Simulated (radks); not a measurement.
Results of a calculation; reference values are marked as such.
Problem. The table gives one normalised radial function P(r) = r R(r) (large component) of Er0.75+ in [Kr] 4d10 4f12 5s2 5p(1/2: 2, 3/2: 3.25) 6s2 (r in bohr). Code: a radial shooting solver on a logarithmic mesh with Libxc functionals. Model: Dirac Kohn-Sham, LDA (Slater exchange, Perdew-Wang correlation), spin-unpolarised, spherical densities, finite nucleus; open shells fill j = l - 1/2 first; Fermi nuclear charge, rms radius 5.2516 fm.

| r | P |
|---|---|
| 0.001579 | 0.0706 |
| 0.002158 | 0.0884 |
| 0.002924 | 0.1083 |
| 0.003963 | 0.1296 |
| 0.005371 | 0.1498 |
| 0.00728 | 0.1644 |
| 0.009945 | 0.1662 |
| 0.01348 | 0.1451 |
| 0.01827 | 0.0907 |
| 0.02476 | -0.0024 |
| 0.03355 | -0.1238 |
| 0.04584 | -0.2355 |
| 0.06212 | -0.2577 |
| 0.08419 | -0.1235 |
| 0.1141 | 0.1483 |
| 0.1546 | 0.3698 |
| 0.2113 | 0.2613 |
| 0.2863 | -0.1974 |
| 0.388 | -0.5562 |
| 0.5259 | -0.3068 |
| 0.7127 | 0.4282 |
| 0.9659 | 0.9926 |
| 1.32 | 0.9720 |
| 1.788 | 0.5716 |
| 2.424 | 0.2079 |
| 3.285 | 0.0438 |
| 4.452 | 0.0047 |
| 6.082 | 0.0002 |
| 8.243 | 0.0000 |
| 11.17 | 0.0000 |

Which n and l does it have? It may be an empty orbital.

Solution. n = 5, l = 0: the number of nodes gives n - l - 1 = 4, the rise at small r points to l (this Dirac orbital starts outside the nucleus as r^gamma with gamma = sqrt((l + 1)^2 - (Z/c)^2) = 0.87; the j = 1/2 orbital of l + 1 starts with the same power, but with a smaller coefficient, and then steepens), and the extent must fit the shell. The curve is that of 5s1/2. 5s1/2: eigenvalue -60.506 eV, 4 radial nodes at r = 0.0246, 0.0977, 0.255, 0.603 bohr, <r> = 1.25 bohr, 90 % of the charge inside 1.80 bohr.
